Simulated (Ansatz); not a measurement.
`BI` and `BCl` differ in one element.

Ansatz, PBE0-D4/def2-TZVP geometries, multiplicity 1. 

Elements past krypton have def2 core potentials.

```json
{"property": "LUMO energy (ωB97M-V/def2-TZVPP) / eV", "`BI`": "-0.26"}
{"property": "LUMO energy (B3LYP/def2-TZVPP) / eV", "`BI`": "-2.39"}
{"property": "LUMO energy (PBE0/def2-TZVPP) / eV", "`BI`": "-2.21"}
{"property": "size of the dipole moment (B3LYP/def2-TZVPP) / D", "`BI`": "0.36"}
{"property": "LUMO energy (PBE/def2-TZVPP) / eV", "`BI`": "-3.14"}
{"property": "HOMO energy (B3LYP/def2-TZVPP) / eV", "`BI`": "-7.33"}
```

Task: What does the change do to each property? (Estimate.)

Result: Ansatz gave: 
```
                                        property  `BCl`  shift
           LUMO energy (ωB97M-V/def2-TZVPP) / eV   0.20   0.46
             LUMO energy (B3LYP/def2-TZVPP) / eV  -2.04   0.35
              LUMO energy (PBE0/def2-TZVPP) / eV  -1.82   0.39
size of the dipole moment (B3LYP/def2-TZVPP) / D   0.52   0.16
               LUMO energy (PBE/def2-TZVPP) / eV  -2.84   0.30
             HOMO energy (B3LYP/def2-TZVPP) / eV  -8.42  -1.09
```

With PBE0 the HOMO falls by 1.08 eV and the LUMO rises by 0.39 eV, so the gap widens by about 1.47 eV. PBE moves the HOMO by -0.82 eV and ωB97M-V by -1.21 eV. Dipoles are sizes alone; their direction can turn.

B3LYP here is the variant with VWN-RPA as its local correlation; programs differ in this.

Spin–orbit coupling is left out; it splits and shifts lone-pair levels of the heavy atoms by tenths of an eV.
